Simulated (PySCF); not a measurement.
Gas-phase reaction: 2 HfCl2(OH)2 + 2 ClO = 2 HfCl3OH + H2 + 2 O2

Method: PySCF energies plus ideal-gas RRHO corrections (1 bar). † marks an energy on the PBE0/def2-TZVP geometry and frequencies. Open shells (unrestricted): ClO (multiplicity 2, electronic degeneracy 4), O2 (multiplicity 3); the rest are closed-shell singlets. Spin-orbit splitting is ignored; it lowers the true energy and changes the entropy of ClO. Hf: scalar-relativistic def2 core potential, no spin-orbit coupling. HfCl2(OH)2, HfCl3OH: computed as isolated molecules; such fragments, hydroxides, amides, oligomers or adducts are transient or little studied in the gas. The harmonic model lacks anharmonicity and excited electronic states, which grow with temperature; levels with a mode under 35 cm⁻¹ are left out. Soft modes under 120 cm⁻¹ make the harmonic entropy rough for HfCl2(OH)2, HfCl3OH.

```csv
level,"ΔE electronic, kJ","ΔH°(298 K), kJ","ΔS°(298 K), J/K","ΔG°(1600 K), kJ"
M06-2X/def2-TZVP†,39,22,69,-80
PBE/def2-TZVP†,32,15,69,-86
PBE0/def2-QZVP†,47,29,69,-72
PBE0/def2-SVP†,-45,-63,69,-164
LDA/def2-TZVP†,90,72,69,-29
ωB97M-V/def2-TZVP†,48,31,69,-71
```
ΔH° is lowest at PBE0/def2-SVP† and highest at LDA/def2-TZVP†. No reference value is set beside these.
